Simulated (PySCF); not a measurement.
Species: GaH5OSi.
Bonds: Si1–O2, O2–Ga3. Hydrogens: H4, H5, H6 on Si1; H7, H8 on Ga3.

A GFN2-xTB structure was refined with PBE0-D3(BJ)/def2-SVP geometry optimisation, gas phase in PySCF. Its GFN2-xTB values:

```json
{"coordinate": "Si1–O2", "GFN2-xTB": "1.673 Å"}
{"coordinate": "Si1–H4", "GFN2-xTB": "1.474 Å"}
{"coordinate": "Si1–H6", "GFN2-xTB": "1.437 Å"}
{"coordinate": "O2–Ga3", "GFN2-xTB": "1.743 Å"}
{"coordinate": "Ga3–H7", "GFN2-xTB": "1.526 Å"}
{"coordinate": "Si1–O2–Ga3", "GFN2-xTB": "179.1°"}
{"coordinate": "O2–Si1–H4", "GFN2-xTB": "106.7°"}
{"coordinate": "O2–Si1–H5", "GFN2-xTB": "105.2°"}
{"coordinate": "O2–Ga3–H7", "GFN2-xTB": "116.3°"}
{"coordinate": "O2–Ga3–H8", "GFN2-xTB": "115.7°"}
{"coordinate": "H4–Si1–H5", "GFN2-xTB": "111.0°"}
{"coordinate": "H4–Si1–H6", "GFN2-xTB": "114.1°"}
{"coordinate": "H7–Ga3–H8", "GFN2-xTB": "128.0°"}
```

Q: How do these coordinates change at the PBE0-D3(BJ)/def2-SVP level?

A: 
```tsv
coordinate	PBE0-D3(BJ)/def2-SVP (Å or °)	change
Si1–H6	1.496	+0.059
O2–Ga3	1.787	+0.044
Ga3–H7	1.558	+0.032
Si1–H4	1.494	+0.020
Si1–O2	1.653	-0.020
Si1–O2–Ga3	141.5	-37.6
O2–Si1–H5	111.4	+6.2
H4–Si1–H6	108.6	-5.5
O2–Si1–H4	109.8	+3.1
H4–Si1–H5	108.4	-2.6
O2–Ga3–H7	114.0	-2.3
H7–Ga3–H8	130.1	+2.1
O2–Ga3–H8	116.0	+0.3
```

The energy falls by 18.1 kJ/mol over 13 energy and gradient evaluations, the largest force component goes from 0.0371 to 3.0e-04 Eh/bohr, and the atoms move by 0.386 Å rms after alignment. The bond that changes most is Si1–H6 (oxygen-bound silicon to Si–H hydrogen), which lengthens by 0.059 Å. Bonds longer at the end by more than 0.005 Å: 6 of 7; shorter: 1. Rotational constants go from 51732, 1862, 1836 to 36209, 2031, 1967 MHz.

The run used 89 basis functions and 85 SCF cycles in all. On an Arm Neoverse V2 with one thread, shared host with 192 logical CPUs at a one-minute load of 45, this took 32 s and 0.37 GiB of memory at its peak.

Stationary, but not proved a minimum. One conformer, not necessarily the lowest.
